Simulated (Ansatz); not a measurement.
Input for Ansatz (development build ahead of 0.2.0):

```yaml
crystal:
  periodic: [false, false, false]
  atoms:
    - { symbol: Nb, position_ang: [0.0, 0.0, 0.0] }
    - { symbol: O, position_ang: [0.0, 0.0, 2.27] }
    - { symbol: H, position_ang: [0.775, 0.0, 2.85] }
    - { symbol: H, position_ang: [-0.775, 0.0, 2.85] }
basis:
  gaussian: { orbitals: def2-TZVPP }
total_charge: 1
magnetization:
  spin_polarized: true
  initial_magnetization: 4
hamiltonian:
  xc: { name: wB97X }
```

The input is written out in the form of the current development build from the run's settings. The basis set brings a core potential for Nb, so the total leaves out those core electrons.

Results

- Converged: yes
- Total energy: -133.05330 hartree
- Spin squared of the determinant: 6.001
- Stability test: minimum

Caution: other spin multiplicities were not run.
